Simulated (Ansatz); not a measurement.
`F/C=C/[SiH3]` and `F/C=[CH]/[GeH3]` differ in one atom or group.

Ansatz, PBE0-D4/def2-TZVP geometries, multiplicity 1. 

Scalar relativity is left out up to krypton.

```tsv
property	`F/C=C/[SiH3]`
HOMO–LUMO gap (B3LYP/def2-TZVPP) / eV	7.11
HOMO energy (ωB97M-V/def2-TZVPP) / eV	-10.09
size of the dipole moment (B3LYP/def2-TZVPP) / D	0.66
HOMO–LUMO gap (PBE/def2-TZVPP) / eV	5.34
HOMO energy (PBE0/def2-TZVPP) / eV	-7.87
LUMO energy (PBE0/def2-TZVPP) / eV	-0.30
```

What does the change do to each property? (An estimate is asked.)

Computed: 
```json
{"property": "HOMO–LUMO gap (B3LYP/def2-TZVPP) / eV", "`F/C=[CH]/[GeH3]`": "7.19", "shift": "0.08"}
{"property": "HOMO energy (ωB97M-V/def2-TZVPP) / eV", "`F/C=[CH]/[GeH3]`": "-9.99", "shift": "0.10"}
{"property": "size of the dipole moment (B3LYP/def2-TZVPP) / D", "`F/C=[CH]/[GeH3]`": "0.90", "shift": "0.24"}
{"property": "HOMO–LUMO gap (PBE/def2-TZVPP) / eV", "`F/C=[CH]/[GeH3]`": "5.43", "shift": "0.09"}
{"property": "HOMO energy (PBE0/def2-TZVPP) / eV", "`F/C=[CH]/[GeH3]`": "-7.77", "shift": "0.10"}
{"property": "LUMO energy (PBE0/def2-TZVPP) / eV", "`F/C=[CH]/[GeH3]`": "-0.11", "shift": "0.19"}
```

With PBE0 the HOMO rises by 0.10 eV and the LUMO rises by 0.19 eV, so the gap widens by about 0.09 eV. PBE moves the HOMO by 0.11 eV and ωB97M-V by 0.10 eV. Dipoles are sizes alone; their direction can turn.

B3LYP here is the variant with VWN-RPA as its local correlation; programs differ in this.
